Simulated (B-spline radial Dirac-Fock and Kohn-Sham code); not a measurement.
# Dipole and non-dipole photoemission parameters of W 4s

System: the free tungsten atom in the configuration [Xe] 4f14 5d4 6s2; threshold 594.1 eV (tabulated edge). Level of theory: Dirac-Hartree-Slater photoionisation with a Latter tail; cross sections with all multipoles, angular parameters from the dipole term and its interference with E2; a radial B-spline solver.

```
hν (eV)  σ (kb)      β       γ
    753    55.7  1.813   0.632
    919    45.7  1.852   0.644
    935    44.8  1.854   0.643
   1000    41.6  1.864   0.638
   1180    34.1  1.883   0.610
 1253.6    31.6  1.889   0.596
   1460    25.8  1.901   0.551
 1486.9       ?      ?       ?
   2540    11.3  1.929   0.306
   3080    8.18  1.935   0.202
   3750    5.82  1.940   0.096
   3820    5.63  1.940   0.086
   4060    5.06  1.941   0.055
   6120    2.42  1.949  -0.115
   8400    1.33  1.952  -0.160
  13000   0.562  1.955  -0.030
  15000   0.420  1.956   0.075
```

Q: Give the values at Al Kα (taken as 1486.9 eV).

A: σ = 25.1 kb, β = 1.902, γ = 0.545. For an s subshell δ is negligible.

Values without a named source are computed, but for edge energies of neutral atoms, which are taken from tables.
